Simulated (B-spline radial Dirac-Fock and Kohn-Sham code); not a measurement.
**K-line shifts caused by a second vacancy in Sb⁶⁺**

System: Sb⁶⁺, [Kr] 4d9.

Input of the calculation (task.json; shells as n, l, electrons):

```json
{"items": [{
  "Z": 51,
  "q": 6,
  "cfg": [[1, 0, 2], [2, 0, 2], [2, 1, 6], [3, 0, 2], [3, 1, 6], [3, 2, 10], [4, 0, 2], [4, 1, 6], [4, 2, 9]],
  "A": 121,
  "rrms": 4.6802,
  "do": ["binding", "quiet", "double"]
}]}
```

Launch: `python xray_run.py task.json out`

Method: multi-electron Dirac-Fock with separately optimised hole states, Breit and Lamb-shift corrections added in first order. Computed with a radial atomic solver. Each two-hole energy is an average over J within one jj subconfiguration, not an observable level; in light atoms, where LS coupling holds, the j-resolved values are not observed lines, and for a K spectator the Kα1 hypersatellite is nearly forbidden. Electron correlation is not included.

Lines without a spectator: Kα2 (K-L2) 26108.9 eV, Kα1 (K-L3) 26357.4 eV, Kβ3 (K-M2) 29676.6 eV, Kβ1 (K-M3) 29723.5 eV. Shifts in eV with one spectator hole (a dash: not computed, or left out as unreliable):

| spectator hole | Kα2 | Kα1 | Kβ3 | Kβ1 |
| --- | --- | --- | --- | --- |
| L2 (2p1/2) | +65.8 | +83.2 | – | +175.4 |
| L3 (2p3/2) | +63.5 | +64.0 | +154.1 | – |
| M2 (3p1/2) | – | +9.91 | +22.19 | +26.82 |
| M3 (3p3/2) | +7.22 | – | +22.61 | +22.08 |
| M4 (3d3/2) | +1.47 | -1.25 | – | – |

Q: Where does the K-L3 hypersatellite lie, emitted when both K electrons are missing?

A: +610.8 eV from the normal line, at 26968.2 eV. Removing both K electrons costs 62001.6 eV, which is 830.1 eV more than twice the K binding energy.

With n spectator holes in 2p, averaged over the 2p shell (energies in eV):

```
n     KαLⁿ   step  hypersatellite KαʰLⁿ
0  26274.5      –               26878.7
1  26343.7  +69.2               26949.4
2  26414.1  +70.4               27021.3
3  26485.8  +71.7               27094.6
4  26558.9  +73.1               27169.1
5  26633.3  +74.4               27245.0
```

Run: 35 s of CPU time on 1 thread of Neoverse-V1 (shared host), peak memory 0.42 GiB.
